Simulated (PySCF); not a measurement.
PySCF input (M06-2X/def2-TZVPD):

```python
from pyscf import gto, scf, dft

mol = gto.M(
    atom='''
    Si   -0.05414938    0.00276481    0.27096432
    O    -0.74282200    1.47068977   -0.06280772
    O    -0.70629426   -1.26985054   -0.50913158
    O     1.53322845   -0.12009127   -0.07331810
    H    -0.35731143    0.04087274    1.72829268
    H    -1.66408836   -1.33070608   -0.54675634
    H     2.10659360    0.60514236    0.18702234
    ''',
    basis='def2-tzvpd',
    charge=0,
    spin=1,
    verbose=4,
)

mf = dft.UKS(mol, xc='m062x').density_fit(auxbasis='def2-universal-jkfit')
mf.grids.level = 4
mf.conv_tol = 1e-9
mf.max_cycle = 100
mf.max_memory = 1500
mf.kernel()
if not mf.converged:
    mf = mf.newton()
    mf.kernel(mf.make_rdm1())
for _ in range(2):
    mo, _, stable, _ = mf.stability(return_status=True)
    if stable:
        break
    mf.kernel(mf.make_rdm1(mo, mf.mo_occ))
mf.analyze()
```

Output:

```
PySCF version 2.14.0

[INPUT] verbose = 4
[INPUT] num. atoms = 7
[INPUT] num. electrons = 41
[INPUT] charge = 0
[INPUT] spin (= nelec alpha-beta = 2S) = 1
[INPUT] symmetry False subgroup None
[INPUT] Mole.unit = angstrom
[INPUT] Symbol           X                Y                Z      unit          X                Y                Z       unit  Magmom
[INPUT]  1 Si    -0.054149380000   0.002764810000   0.270964320000 AA   -0.102327498015   0.005224733686   0.512048354329 Bohr   0.0
[INPUT]  2 O     -0.742822000000   1.470689770000  -0.062807720000 AA   -1.403730139302   2.779200879500  -0.118689389308 Bohr   0.0
[INPUT]  3 O     -0.706294260000  -1.269850540000  -0.509131580000 AA   -1.334702714752  -2.399669739731  -0.962119247567 Bohr   0.0
[INPUT]  4 O      1.533228450000  -0.120091270000  -0.073318100000 AA    2.897381856891  -0.226939610251  -0.138551128973 Bohr   0.0
[INPUT]  5 H     -0.357311430000   0.040872740000   1.728292680000 AA   -0.675220743877   0.077238284561   3.265999828291 Bohr   0.0
[INPUT]  6 H     -1.664088360000  -1.330706080000  -0.546756340000 AA   -3.144671247477  -2.514670043494  -1.033219739470 Bohr   0.0
[INPUT]  7 H      2.106593600000   0.605142360000   0.187022340000 AA    3.980884959762   1.143553326773   0.353421001775 Bohr   0.0

nuclear repulsion = 177.435604761001
number of shells = 72
number of NR pGTOs = 267
number of NR cGTOs = 190
basis = def2-tzvpd
ecp = {}

******** <class 'pyscf.df.df_jk.DFUKS'> ********
method = DFUKS
initial guess = minao
damping factor = 0
level_shift factor = 0
DIIS = <class 'pyscf.scf.diis.CDIIS'>
diis_start_cycle = 1
diis_space = 8
diis_damp = 0
SCF conv_tol = 1e-09
SCF conv_tol_grad = None
SCF max_cycles = 100
direct_scf = False
number electrons alpha = 21  beta = 20
XC library pyscf.dft.libxc version 7.1.2
    S. Lehtola, C. Steigemann, M. J. T. Oliveira, and M. A. L. Marques,  SoftwareX 7, 1–5 (2018)
XC functionals = m062x
    Y. Zhao and D. G. Truhlar,  Theor. Chem. Acc. 120, 215 (2008)
    Y. Zhao and D. G. Truhlar,  Theor. Chem. Acc. 120, 215 (2008)
radial grids:
    Treutler-Ahlrichs [JCP 102, 346 (1995); DOI:10.1063/1.469408] (M4) radial grids

becke partition: Becke, JCP 88, 2547 (1988); DOI:10.1063/1.454033
pruning grids: <function nwchem_prune>
grids dens level: 4
symmetrized grids: False
atomic radii adjust function: <function treutler_atomic_radii_adjust>
small_rho_cutoff = 0
Set gradient conv threshold to 3.16228e-05
tot grids = 160824
******** <class 'pyscf.df.df.DF'> ********
auxbasis = def2-universal-jkfit
init E= -517.267452730628
  alpha nocc = 21  HOMO = -0.370268847750054  LUMO = -0.0248370420521242
  beta  nocc = 20  HOMO = -0.438708013875527  LUMO = -0.37026884775004
[...]
  beta  nocc = 20  HOMO = -0.400853813356357  LUMO = -0.127630316854372
  HOMO = -0.400853813356  LUMO = -0.127630316854  gap/eV = 7.43479
Extra cycle  E= -517.043960403725  delta_E= -6.04e-11  |g|= 1.01e-05  |ddm|= 1.37e-05
converged SCF energy = -517.043960403725  <S^2> = 0.75407693  2S+1 = 2.0040728
uhf_internal: lowest eigs of H = [0.02559837 0.129227   0.32808168]
<class 'pyscf.df.df_jk.DFUKS'> wavefunction is stable in the internal stability analysis
**** SCF Summaries ****
Total Energy =                        -517.043960403724896
Nuclear Repulsion Energy =             177.435604761001059
One-electron Energy =                -1067.127127561461521
Two-electron Energy =                  372.647562396735623
Two-electron Coulomb Energy =          420.479451130236953
DFT Exchange-Correlation Energy =      -47.831888733501330
HOMO-LUMO gap [eV] =                     7.434790033049632
**** MO energy ****
                             alpha | beta                alpha | beta
MO #1   energy= -67.0649360748914  | -67.0652196839764  occ= 1 | 1
MO #2   energy= -19.6883239860133  | -19.6737498676557  occ= 1 | 1
MO #3   energy= -19.6457118199959  | -19.6456297019873  occ= 1 | 1
MO #4   energy= -19.6456835847163  | -19.6456033561456  occ= 1 | 1
MO #5   energy= -5.59771988139407  | -5.59793865309044  occ= 1 | 1
MO #6   energy= -3.909958661452    | -3.91023696745631  occ= 1 | 1
MO #7   energy= -3.90923930021733  | -3.90938548583881  occ= 1 | 1
MO #8   energy= -3.90859750788933  | -3.9090007003336   occ= 1 | 1
MO #9   energy= -1.16401260003975  | -1.15982232498156  occ= 1 | 1
MO #10  energy= -1.13637166374938  | -1.13601079922676  occ= 1 | 1
MO #11  energy= -1.12317011419627  | -1.04927890346006  occ= 1 | 1
MO #12  energy= -0.679359008908165 | -0.677136216079127 occ= 1 | 1
MO #13  energy= -0.587849185935083 | -0.587216965852791 occ= 1 | 1
MO #14  energy= -0.574042023927959 | -0.551482767754839 occ= 1 | 1
MO #15  energy= -0.527420153429807 | -0.49233452331642  occ= 1 | 1
MO #16  energy= -0.495012108011177 | -0.487394724120851 occ= 1 | 1
MO #17  energy= -0.486944772193109 | -0.453412466071149 occ= 1 | 1
MO #18  energy= -0.45268822157758  | -0.43685750718128  occ= 1 | 1
MO #19  energy= -0.444421243891482 | -0.406413979254219 occ= 1 | 1
MO #20  energy= -0.424197490392221 | -0.400853813356357 occ= 1 | 1
MO #21  energy= -0.401312515458498 | -0.127630316854372 occ= 1 | 0
MO #22  energy= -0.00133528812867217 | 8.8193821152313e-05 occ= 0 | 0
MO #23  energy= 0.0136993648563841 | 0.0146685578144184 occ= 0 | 0
MO #24  energy= 0.0425541080764204 | 0.042370024603911  occ= 0 | 0
MO #25  energy= 0.0473218804921825 | 0.0475849771110629 occ= 0 | 0
MO #26  energy= 0.0649369956258792 | 0.0654548698402814 occ= 0 | 0
MO #27  energy= 0.067768142933282  | 0.068724827101389  occ= 0 | 0
MO #28  energy= 0.0841417016828875 | 0.0856078010145685 occ= 0 | 0
MO #29  energy= 0.0864126321768738 | 0.0856558379428345 occ= 0 | 0
MO #30  energy= 0.0938915469622069 | 0.0977329399728175 occ= 0 | 0
MO #31  energy= 0.112430896448085  | 0.114539284458376  occ= 0 | 0
MO #32  energy= 0.11715171889719   | 0.117667760305667  occ= 0 | 0
MO #33  energy= 0.126870864530728  | 0.124261250147193  occ= 0 | 0
MO #34  energy= 0.130811341611751  | 0.130194498607097  occ= 0 | 0
MO #35  energy= 0.145427603046978  | 0.145323434980311  occ= 0 | 0
MO #36  energy= 0.162468013979895  | 0.161305808606149  occ= 0 | 0
MO #37  energy= 0.168356357498826  | 0.168395300570303  occ= 0 | 0
MO #38  energy= 0.179170520586596  | 0.17876908950841   occ= 0 | 0
MO #39  energy= 0.179755967513503  | 0.179227683818383  occ= 0 | 0
MO #40  energy= 0.199458134128789  | 0.200527719644269  occ= 0 | 0
MO #41  energy= 0.228798853358848  | 0.229470739187332  occ= 0 | 0
MO #42  energy= 0.233231670745659  | 0.23295718367047   occ= 0 | 0
MO #43  energy= 0.237808677577781  | 0.250968206370966  occ= 0 | 0
MO #44  energy= 0.252675953453366  | 0.252526454112622  occ= 0 | 0
MO #45  energy= 0.260839887392482  | 0.263923126685704  occ= 0 | 0
MO #46  energy= 0.27457730178305   | 0.274891391969     occ= 0 | 0
MO #47  energy= 0.282646955404414  | 0.277095947130242  occ= 0 | 0
MO #48  energy= 0.297064692422482  | 0.296311284724521  occ= 0 | 0
MO #49  energy= 0.298665853540328  | 0.297818160569907  occ= 0 | 0
MO #50  energy= 0.308601609542068  | 0.307042085822138  occ= 0 | 0
MO #51  energy= 0.326539252871475  | 0.326207013870046  occ= 0 | 0
MO #52  energy= 0.344025242133302  | 0.341871505546273  occ= 0 | 0
MO #53  energy= 0.357690618470786  | 0.35751620910579   occ= 0 | 0
MO #54  energy= 0.361340574615232  | 0.359164428808307  occ= 0 | 0
MO #55  energy= 0.386687912746747  | 0.386849144430144  occ= 0 | 0
MO #56  energy= 0.401573467520472  | 0.398471251056397  occ= 0 | 0
MO #57  energy= 0.404323089562913  | 0.402099915849941  occ= 0 | 0
MO #58  energy= 0.42634985934349   | 0.423416289116748  occ= 0 | 0
MO #59  energy= 0.426797619716428  | 0.425052602634435  occ= 0 | 0
MO #60  energy= 0.437801825382613  | 0.438529863878973  occ= 0 | 0
MO #61  energy= 0.462758455740678  | 0.462838949943095  occ= 0 | 0
MO #62  energy= 0.494269085800854  | 0.491436480301824  occ= 0 | 0
MO #63  energy= 0.512011628472779  | 0.494079632669384  occ= 0 | 0
MO #64  energy= 0.512525370944682  | 0.511361975999999  occ= 0 | 0
MO #65  energy= 0.529056439889565  | 0.526941598927275  occ= 0 | 0
MO #66  energy= 0.550100547136459  | 0.54894450808009   occ= 0 | 0
MO #67  energy= 0.556999511170074  | 0.559021002845363  occ= 0 | 0
MO #68  energy= 0.567677064604963  | 0.567357220616294  occ= 0 | 0
MO #69  energy= 0.585956955901309  | 0.586175237880111  occ= 0 | 0
MO #70  energy= 0.60859813053054   | 0.609795564767829  occ= 0 | 0
MO #71  energy= 0.61355841121539   | 0.611611158289081  occ= 0 | 0
MO #72  energy= 0.628310436721345  | 0.628668052581843  occ= 0 | 0
MO #73  energy= 0.630147452815302  | 0.634619564908098  occ= 0 | 0
MO #74  energy= 0.6527456749469    | 0.651786690303637  occ= 0 | 0
MO #75  energy= 0.663934528537641  | 0.664900205550173  occ= 0 | 0
MO #76  energy= 0.717216924654057  | 0.716776319266231  occ= 0 | 0
MO #77  energy= 0.717884897900356  | 0.71875018835133   occ= 0 | 0
MO #78  energy= 0.747396945580952  | 0.747987698453993  occ= 0 | 0
MO #79  energy= 0.800241276595875  | 0.797237675837381  occ= 0 | 0
MO #80  energy= 0.809745211311262  | 0.809335148227671  occ= 0 | 0
MO #81  energy= 0.823923184861564  | 0.822223006087244  occ= 0 | 0
MO #82  energy= 0.840898501722674  | 0.840852024760194  occ= 0 | 0
MO #83  energy= 0.849766182720807  | 0.849432190000717  occ= 0 | 0
MO #84  energy= 0.85240760437354   | 0.850118699854604  occ= 0 | 0
MO #85  energy= 0.877611187682053  | 0.880977424326132  occ= 0 | 0
MO #86  energy= 0.888683871221587  | 0.890415925329642  occ= 0 | 0
MO #87  energy= 0.914915511595395  | 0.915380237407052  occ= 0 | 0
MO #88  energy= 0.92382046608665   | 0.927436329862989  occ= 0 | 0
MO #89  energy= 0.947086987845362  | 0.946209551100155  occ= 0 | 0
MO #90  energy= 1.03454362373762   | 1.03494530357322   occ= 0 | 0
MO #91  energy= 1.04579774048821   | 1.04513755959865   occ= 0 | 0
MO #92  energy= 1.09504842843466   | 1.09429568419745   occ= 0 | 0
MO #93  energy= 1.12500528668449   | 1.12216300783066   occ= 0 | 0
MO #94  energy= 1.16167303463742   | 1.1614107633562    occ= 0 | 0
MO #95  energy= 1.18225916199004   | 1.1824794243604    occ= 0 | 0
MO #96  energy= 1.19420263981187   | 1.19456223000208   occ= 0 | 0
MO #97  energy= 1.22927775343759   | 1.23081321494088   occ= 0 | 0
MO #98  energy= 1.23815567097148   | 1.23752574291289   occ= 0 | 0
MO #99  energy= 1.3379044369174    | 1.34161801527589   occ= 0 | 0
MO #100 energy= 1.34573164238461   | 1.34726430583425   occ= 0 | 0
MO #101 energy= 1.36362049164376   | 1.36502974992094   occ= 0 | 0
MO #102 energy= 1.41017659471197   | 1.41057983828202   occ= 0 | 0
MO #103 energy= 1.45067369739083   | 1.45520505787522   occ= 0 | 0
MO #104 energy= 1.45950266401291   | 1.45838379396577   occ= 0 | 0
[...]
```

It need not be the lowest isomer of its formula.
